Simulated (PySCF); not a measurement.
TaF5, SMILES [F][Ta]([F])([F])([F])[F], multiplicity 1. The structure is a stationary point at r2SCAN-D4/def2-SVP. The multiplicity is an assumed one; other spin states were not compared. The isomer is the one that the SMILES or the coordinates give; other isomers of the formula were not compared. The def2 effective core potentials stand for the cores of Ta; spin–orbit coupling is left out.

Computed equilibrium geometry at r2SCAN-D4/def2-SVP (PySCF confirms it by a frequency run) as bond lengths and angles, and its point group:
point group D3h.
Atoms: Ta1 F2 F3 F4 F5 F6. Bonded distances (Å): Ta1–F2 1.887, Ta1–F3 1.887, Ta1–F4 1.859, Ta1–F5 1.859, Ta1–F6 1.859. Bond angles (°): F2–Ta1–F3 180.0, F2–Ta1–F4 90.0, F2–Ta1–F5 90.0, F2–Ta1–F6 90.0, F3–Ta1–F4 90.0, F3–Ta1–F5 90.0, F3–Ta1–F6 90.0, F4–Ta1–F5 120.0, F4–Ta1–F6 120.0, F5–Ta1–F6 120.0.
Charge 0, spin multiplicity 1.
